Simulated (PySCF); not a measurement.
## ZnO at M06-L

Level: M06-L. basis Zn cc-pVDZ-PP with ECP10, O cc-pVDZ; scalar-relativistic core potentials; PySCF 2.14.

For ZnO, the state is ³Π (triplet), unpaired electrons σ ↑, π ↑, the bond length is 1.855 Å and the harmonic wavenumber is 533 cm⁻¹. The force constant is 2.14 mdyn/Å. The rotational constant Be is 0.3829 cm⁻¹. The anharmonicity ωexe is 5.41 cm⁻¹. The vibration–rotation constant αe is 0.00432 cm⁻¹. The well depth De to Zn + O is 30.8 kcal/mol, the dissociation energy D0 is 30.0 kcal/mol and the bond order (Mayer) is 1.01. The dipole moment (positive dipole means Zn(−)O(+)) is -1.84 D.

The state is the lowest determinant that a PBE0 search found; another state may lie lower at other levels.
